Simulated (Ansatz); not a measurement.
Program: Ansatz. Geometries: PBE0-D4/def2-TZVP. ΔE: electronic, gas phase. CBS: MP2 limit from def2 TZ/QZ plus the TZ coupled-cluster correction, frozen cores. DFT in def2-TZVPP. B3LYP here is the variant with VWN-RPA as its local correlation; programs differ in this. For As outer-core shells are correlated without core-valence functions, which leaves a few kJ/mol of doubt a bond. Scalar relativity is left out up to krypton. Each species was taken in one conformer, which may not be the lowest.

Consider the substitution at a C–N bond: `CN[AsH]O` + `N=C1O[SiH]1O` → `CO[SiH]1OC1=N` + `N[AsH]O`.

```tsv
level	ΔE (kJ/mol)	difference from CCSD(T)/CBS
PBE-D4	20.0	-0.9
r2SCAN-D4	18.3	-2.6
PBE0-D4	19.9	-1.0
B3LYP-D4	15.9	-5.0
B2PLYP	17.3	-3.6
PBE	19.3	-1.6
PBE0	19.5	-1.4
B3LYP	14.7	-6.2
HF/def2-TZVPP	9.6	-11.3
SCS-MP2/def2-TZVPP	19.6	-1.3
CCSD/def2-TZVPP	18.5	-2.4
CCSD(T)/def2-TZVPP	19.5	-1.4
HF/def2-QZVPP	9.2	-11.7
MP2/def2-QZVPP	24.3	3.4
HF/CBS(def2)	9.2	-11.7
MP2/CBS(def2)	25.0	4.1
CCSD(T)/CBS	20.9	0
```

Largest T1 diagnostic among the species: 0.016.

In def2-TZVPP, CCSD(T) changes the Hartree–Fock value by +9.9 kJ/mol (the triples alone add +1.0 kJ/mol) and MP2 by +14.0 kJ/mol.
